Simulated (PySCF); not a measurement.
**Ionisation energy of Rh²⁺ by level of theory**

Rh²⁺ [Kr] 4d7 [4d3/2^4 4d5/2^3, M_J = 9/2] → Rh³⁺ [Kr] 4d6 [4d3/2^4 4d5/2^2, M_J = 4], as a difference of total energies. All numbers are calculated (PySCF 2.14, the two-component X2C-1e Hamiltonian, in x2c-TZVPall-2c (8s9p7d1f, 77 functions)). Correlated levels: [Ar] 3d10 frozen; the 6 highest virtual spinors dropped. "Screened" scales the spin-orbit matrix elements by Boettger's factors to mimic the two-electron term; Breit and QED terms are absent.

Task: Order these methods by the ionisation energy they give, lowest first.
A. GMP2 (screened spin-orbit)
B. GHF (spin-free)
C. GHF (screened spin-orbit)
D. GMP2 (spin-free)

Result: B (29.265 eV), C (29.320 eV), D (30.364 eV), A (30.423 eV).

The spin-free rows relax to the high-spin LS determinant and lack the spin-orbit shift.

Errors of the correlated levels include the incompleteness of this basis and the frozen core.

The labels give the starting determinants; with spin-orbit coupling the two ends relaxed to ⟨J²⟩ = 24.76, ⟨L²⟩ = 12.16, ⟨S²⟩ = 3.71 and ⟨J²⟩ = 20.01, ⟨L²⟩ = 6.10, ⟨S²⟩ = 5.96.

For comparison: 31.06 eV (semi-empirical (NIST evaluation); NIST Atomic Spectra Database, ionization energies).
